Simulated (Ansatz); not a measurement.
These are Ansatz (a program for electronic structure) with B3LYP-D3(BJ)/def2-TZVP values and carry that method's errors. No frequencies were computed at this level.

Ansatz 0.2 input:
```yaml
crystal:
  periodic: [false, false, false]
  atoms:
    - { symbol: C, position_ang: [-0.831301, -0.057859, -0.053163] }
    - { symbol: Si, position_ang: [1.04864, 0.119022, 0.055584] }
    - { symbol: O, position_ang: [1.826516, 1.386526, -0.186412] }
    - { symbol: H, position_ang: [-1.124687, -0.793427, -0.800324] }
    - { symbol: H, position_ang: [-1.261304, -0.376738, 0.89484] }
    - { symbol: H, position_ang: [-1.293569, 0.888934, -0.32314] }
    - { symbol: H, position_ang: [1.635705, -1.166457, 0.412615] }
basis:
  gaussian: { orbitals: def2-tzvp }
hamiltonian:
  xc: b3lyp
  dispersion: d3bj
relax:
  max_steps: 150
```

Output:

```
Functional definition: B3LYP
768 factors; their error is unknown
mean field evaluation 1: about -11016.3035 eV, gradient 8.3e1 eV
mean field evaluation 2: about -10948.5874 eV, gradient 1.8e2 eV
mean field evaluation 4: about -11028.9783 eV, gradient 1.3e1 eV
mean field evaluation 8: about -11029.3384 eV, gradient 2.3e-1 eV
mean field evaluation 16: about -11029.3619 eV, gradient 8.3e-5 eV
mean field -11029.36190525 eV, -405.3215740478 hartree, gradient 8.0e-6 eV, S^2 0.000000; 0 other end points of the search recorded, 0 dependent functions left out
reference -11029.36213752 eV, -405.3215825837 hartree; 16, 16 occupied and 107, 107 virtual orbitals, 768 factors
relax step   1: F+E_penalty+E_count = -11029.56699812 eV  Δ(F+E_penalty+E_count) = +0.000e0 eV  max|allowed force component| = 1.476e0 eV/Å  Δτ_max = 0.0000 Å  (27 SCF iters, accepted)
these checks for a lower state are left out or cut short: starts, cluster_reference, orbital_swaps, neighbouring_geometries, increment
768 factors; their error is unknown
mean field -11029.39176155 eV, -405.3226712469 hartree, gradient 2.1e-5 eV, S^2 0.000000; 0 other end points of the search recorded, 0 dependent functions left out
reference -11029.39199356 eV, -405.3226797729 hartree; 16, 16 occupied and 107, 107 virtual orbitals, 768 factors
relax step   2: F+E_penalty+E_count = -11029.59738948 eV  Δ(F+E_penalty+E_count) = -3.039e-2 eV  max|allowed force component| = 6.848e-1 eV/Å  Δτ_max = 0.0244 Å  (31 SCF iters, accepted)
these checks for a lower state are left out or cut short: starts, cluster_reference, orbital_swaps, neighbouring_geometries, increment
768 factors; their error is unknown
mean field evaluation 32: about -11029.3975 eV, gradient 2.1e-5 eV
mean field -11029.39753600 eV, -405.3228834539 hartree, gradient 2.1e-5 eV, S^2 0.000000; 0 other end points of the search recorded, 0 dependent functions left out
reference -11029.39776767 eV, -405.3228919674 hartree; 16, 16 occupied and 107, 107 virtual orbitals, 768 factors
relax step   3: F+E_penalty+E_count = -11029.60343413 eV  Δ(F+E_penalty+E_count) = -6.045e-3 eV  max|allowed force component| = 2.225e-2 eV/Å  Δτ_max = 0.0162 Å  (31 SCF iters, accepted)
these checks for a lower state are left out or cut short: starts, cluster_reference, orbital_swaps, neighbouring_geometries, increment
768 factors; their error is unknown
mean field -11029.39772608 eV, -405.3228904391 hartree, gradient 2.1e-5 eV, S^2 0.000000; 0 other end points of the search recorded, 0 dependent functions left out
reference -11029.39795778 eV, -405.3228989540 hartree; 16, 16 occupied and 107, 107 virtual orbitals, 768 factors
relax step   4: F+E_penalty+E_count = -11029.60355542 eV  Δ(F+E_penalty+E_count) = -1.213e-4 eV  max|allowed force component| = 1.164e-2 eV/Å  Δτ_max = 0.0041 Å  (32 SCF iters, accepted)
these checks for a lower state are left out or cut short: starts, cluster_reference, orbital_swaps, neighbouring_geometries, increment
768 factors; their error is unknown
mean field -11029.39778686 eV, -405.3228926729 hartree, gradient 2.1e-5 eV, S^2 0.000000; 0 other end points of the search recorded, 0 dependent functions left out
reference -11029.39801857 eV, -405.3229011878 hartree; 16, 16 occupied and 107, 107 virtual orbitals, 768 factors
relax step   5: F+E_penalty+E_count = -11029.60358422 eV  Δ(F+E_penalty+E_count) = -2.880e-5 eV  max|allowed force component| = 1.233e-2 eV/Å  Δτ_max = 0.0031 Å  (32 SCF iters, accepted)
these checks for a lower state are left out or cut short: starts, cluster_reference, orbital_swaps, neighbouring_geometries, increment
768 factors; their error is unknown
mean field -11029.39778598 eV, -405.3228926406 hartree, gradient 5.8e-6 eV, S^2 0.000000; 0 other end points of the search recorded, 0 dependent functions left out
reference -11029.39801769 eV, -405.3229011556 hartree; 16, 16 occupied and 107, 107 virtual orbitals, 768 factors
relax step   6: F+E_penalty+E_count = -11029.60358774 eV  Δ(F+E_penalty+E_count) = -3.518e-6 eV  max|allowed force component| = 5.287e-4 eV/Å  Δτ_max = 0.0005 Å  (22 SCF iters, accepted)
768 factors; their error is unknown
mean field evaluation 64: about -11029.3977 eV, gradient 2.4e-1 eV
mean field -11029.39778598 eV, -405.3228926406 hartree, gradient 5.7e-6 eV, S^2 0.000000; 1 other end points of the search recorded, 0 dependent functions left out
reference -11029.39801769 eV, -405.3229011556 hartree; 16, 16 occupied and 107, 107 virtual orbitals, 768 factors
Total energy: -11029.60381944 eV, -405.3304642305 hartree
Atom 0 at    -0.835036    -0.042439    -0.057182 Å, force    -0.000193     0.000204    -0.000220 eV/Å
Atom 1 at     1.008584     0.116661     0.053122 Å, force    -0.000192    -0.000529    -0.000149 eV/Å
Atom 2 at     1.821636     1.379556    -0.186117 Å, force     0.000091     0.000159    -0.000008 eV/Å
Atom 3 at    -1.099390    -0.799764    -0.800802 Å, force     0.000233     0.000187    -0.000198 eV/Å
Atom 4 at    -1.237094    -0.382624     0.901492 Å, force     0.000340     0.000065     0.000208 eV/Å
Atom 5 at    -1.299012     0.905130    -0.326729 Å, force     0.000081    -0.000385     0.000222 eV/Å
Atom 6 at     1.640312    -1.176520     0.416218 Å, force    -0.000361     0.000300     0.000144 eV/Å
Dipole moment:    -0.635732    -0.647531     0.105083 e Å
```

Cost: roughly 14 core-seconds.
